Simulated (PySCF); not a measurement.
**AlBr₂, doublet: structure and spectrum**

These are results of PySCF, UPBE0, basis Al def2-TZVP, Br def2-TZVP (no relativity, density fitting), not measurements.

The structure is a minimum.

Z-matrix (Å, degrees; charge 0 multiplicity 2):
```
Al
Br 1 2.2672
Br 1 2.2672 2 119.67
```

```json
{"Point group": "C2v", "Bond lengths": "Al–Br 2.267 Å (×2)", "Bond angles": "Br–Al–Br 119.7°", "Atomisation energy without zero-point energy": "702 kJ/mol", "Rotational symmetry number": "2", "Dipole moment": "1.32 D", "Highest occupied level (α)": "-6.57 eV", "Principal polarisabilities": "56.7, 64.4, 93.1 bohr³", "Entropy at 298.15 K and 1 bar (electronic part: spin only)": "313.0 J/(mol K)", "Rotational constants": "0.5637, 0.0278, 0.02649 cm⁻¹", "Principal quadrupole moments (Buckingham, traceless) about the centre of mass": "-5.23, 2.15, 3.08 D Å", "Lowest empty level (β)": "-3.38 eV", "Spin squared ⟨S²⟩": "0.753", "Enthalpy at 298.15 K above 0 K": "13.49 kJ/mol", "Heat capacity Cp at 298.15 K": "53.6 J/(mol K)", "Zero-point energy": "5.4 kJ/mol"}
```

Harmonic modes (masses in u: Al 26.982, Br 78.918):
```json
{"symmetry": "a1", "ω (cm⁻¹)": "96", "IR (km/mol)": "2.0", "μ (u)": "57.41"}
{"symmetry": "a1", "ω (cm⁻¹)": "342", "IR (km/mol)": "30.4", "μ (u)": "34.78"}
{"symmetry": "b2", "ω (cm⁻¹)": "465", "IR (km/mol)": "141", "μ (u)": "30.75"}
```

In C2v the vibrations span 2a1 + b2. Here b1 is antisymmetric to the molecular plane and b2 lies in it.

Charges (e):
| atom | Mulliken | Löwdin | polar tensor | spin (Mulliken) | Mayer order to Al1 |
| --- | --- | --- | --- | --- | --- |
| Al1 | 0.42 | -0.51 | 0.96 | 0.81 | – |
| Br2,3 | -0.21 | 0.26 | -0.48 | 0.09 | 1.21 |

Mulliken populations on Al1: s 5.21, p 7.03, d 0.29, f 0.05.

Outer orbital energies (eV). α occupied: -21.57, -12.15, -10.37, -9.35, -9.27, -8.85, -8.67, -6.57; empty: -2.11, -0.01, 0.46, 2.31. β occupied: -21.66, -21.41, -11.74, -10.07, -9.21, -9.17, -8.82, -8.61; empty: -3.38, -1.31, 0.42, 1.10.

Other isomers or separated fragments may lie lower.

The final relaxation and frequency run took 67 s on 4 threads of a shared Arm Neoverse V1 host, with 133 basis functions and 9 gradients; the process peaked at 1.1 GiB.
